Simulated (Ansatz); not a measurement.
C$_{2}$H$_{6}$AlCl, charge -1, doublet, at a GFN2-xTB geometry (such geometries of metal compounds can be far from the true shape) (a state made from the parent by changing its charge; the spin is typed, not shown lowest) (a gas-phase anion, which may not be bound at this level); SVWN5/6-31G (Ansatz, a first-principles code).

Here is a job for Ansatz.
Ansatz 0.2 input:
```yaml
crystal:
  periodic: [false, false, false]
  atoms:
    - {symbol: Al, position_ang: [0.36695933, 0.42865496, 0.48164830]}
    - {symbol: C, position_ang: [1.95692773, -0.65701044, -0.32656185]}
    - {symbol: H, position_ang: [1.69918177, -1.63745946, -0.75295763]}
    - {symbol: H, position_ang: [2.72486752, -0.85434747, 0.43432235]}
    - {symbol: H, position_ang: [2.46903929, -0.10900111, -1.13062786]}
    - {symbol: C, position_ang: [-0.55205430, -0.90172387, 1.80277609]}
    - {symbol: H, position_ang: [-0.81963055, -1.88313168, 1.38472315]}
    - {symbol: H, position_ang: [-1.48285509, -0.49444891, 2.22328960]}
    - {symbol: H, position_ang: [0.09686377, -1.11066967, 2.66467236]}
    - {symbol: Cl, position_ang: [-1.05218698, 0.58052645, -1.17306678]}
basis:
  gaussian:
    orbitals: 6-31G
    point_charges:
      - {charge: 0.5, position_ang: [-2.0704, -1.8711, -4.3172]}
hamiltonian:
  xc: {name: SVWN5}
total_charge: -1
magnetization: {spin_polarized: true, initial_magnetization: 1}
```

It wrote (shortened):

```
Functional definition: SVWN5
724 factors; integrals over basis functions are off by at most 2.1e-4 eV
mean field evaluation 1: about -21195.2989 eV, gradient 3.9e1 eV
mean field evaluation 2: about -21177.5119 eV, gradient 6.3e1 eV
mean field evaluation 4: about -21202.8650 eV, gradient 2.5e0 eV
mean field evaluation 8: about -21202.8980 eV, gradient 6.7e-2 eV
mean field -21202.89799351 eV, -779.1921294211 hartree, gradient 1.6e-5 eV, S^2 0.750777; 0 other end points of the search recorded, 0 dependent functions left out
reference -21202.89803095 eV, -779.1921307969 hartree; 25, 24 occupied and 31, 32 virtual orbitals, 724 factors
Total energy: -21202.89803095 eV, -779.1921307969 hartree
```
